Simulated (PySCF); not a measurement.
trichloro(chlorosilyl)silane (Cl4H2Si2), SMILES Cl[Si]([SiH2]Cl)(Cl)Cl.

Coordinates come from a ωB97X-D3(BJ)/def2-SVP optimisation. The values are those of a single conformer.

Two levels are set side by side: PBE/def2-TZVP (PySCF) and HF/def2-TZVP (PySCF). Same geometry, gas phase. Differences are taken from unrounded values.

| quantity | PBE |
|---|---|
| orbital gap (eV) | 5.27 |
| highest occupied level (eV) | -7.28 |
| lowest empty level (eV) | -2.01 |
| dipole moment (D) | 1.21 |
| mean polarisability (bohr³) | 100.5 |

Q: These are the PBE values. What does HF give? (The exact figures need the calculation; the answer reports its results.)

A: 
```
quantity                         HF  PBE minus HF
---------------------------  ------  ------------
orbital gap (eV)              13.64         -8.37
highest occupied level (eV)  -11.38          4.09
lowest empty level (eV)        2.26         -4.27
dipole moment (D)              1.54         -0.33
mean polarisability (bohr³)    89.2          11.4
```

PBE's occupied levels lie high since its potential decays too fast outside the molecule; exact exchange lowers them and widens the gap. PBE's more diffuse valence density responds more strongly to a field. Differences between two approximate levels are no errors against the true value.

Rough cost on one machine, each run with all the roots and properties that it gave: HF against PBE about 1/3.
